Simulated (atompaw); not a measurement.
Pseudopotential generation for erbium: PAW (atompaw), PBE, scalar-relativistic.

- Element: erbium (Er)
- Generator: atompaw 4.2.0.5
- Type: PAW
- Functional: PBE
- Relativity: scalar-relativistic
- Frozen core: [Kr] 4d10
- Valence charge: 22
- Reference configuration: 4f12 5s2 5p6 5d0 6s0.5 6p0 (charge +1.5)
- Partial waves: 5s (bound): rc 2.35 bohr; 6s (bound): rc 2.25 bohr; 5p (bound): rc 2.20 bohr; 6p (bound, empty): rc 3.00 bohr; 5d (bound, empty): rc 3.00 bohr; 5d channel at 0.2 Ry: rc 3.00 bohr; 4f (bound): rc 1.00 bohr; 4f channel at 1.25 Ry: rc 1.00 bohr
- Local potential: vpsmatchnc scheme with l = 4 at 0 Ry, radius 2.70 bohr
- Core correction: smooth core density matched at 1.85 bohr
- Augmentation charge: besselshape compensation charge, radius 2.70 bohr; PAW radius 3.00 bohr; waves and projectors: custom polynom2 7 10 vanderbiltortho

All-electron outer shells of the reference configuration (PBE, scalar-relativistic, ld1.x):

```json
{"shell": "4p", "level (eV)": "-324.84", "outermost node (bohr)": "0.27", "outermost maximum (bohr)": "0.49"}
{"shell": "4d", "level (eV)": "-175.64", "outermost node (bohr)": "0.25", "outermost maximum (bohr)": "0.51"}
{"shell": "5s", "level (eV)": "-62.29", "outermost node (bohr)": "0.60", "outermost maximum (bohr)": "1.11"}
{"shell": "5p", "level (eV)": "-36.77", "outermost node (bohr)": "0.65", "outermost maximum (bohr)": "1.28"}
{"shell": "4f", "level (eV)": "-13.45", "outermost node (bohr)": "–", "outermost maximum (bohr)": "0.51"}
{"shell": "6s", "level (eV)": "-11.93", "outermost node (bohr)": "1.50", "outermost maximum (bohr)": "3.06"}
{"shell": "5d", "level (eV)": "-9.97", "outermost node (bohr)": "0.73", "outermost maximum (bohr)": "1.93"}
{"shell": "6p", "level (eV)": "-7.92", "outermost node (bohr)": "1.82", "outermost maximum (bohr)": "3.93"}
```

Q: Does the generator finish with these settings?

A: Yes, a potential is produced.

Q: Does the potential have ghost states?

A: Ghost state, extra bound levels that the all-electron valence spectrum of the same l lacks: s at -32.1 eV (other channels not judged). A true bound ghost makes a file unfit for plane-wave use. The logarithmic derivative shows an extra or strongly shifted pseudo pole above the reference energy (p near 0.84 Ry).

Q: Is the overlap operator S = 1 + Σ q|β⟩⟨β| positive definite (Bessel basis up to 400 Ry)?

A: Yes: its lowest eigenvalue is 0.52 (p channel).
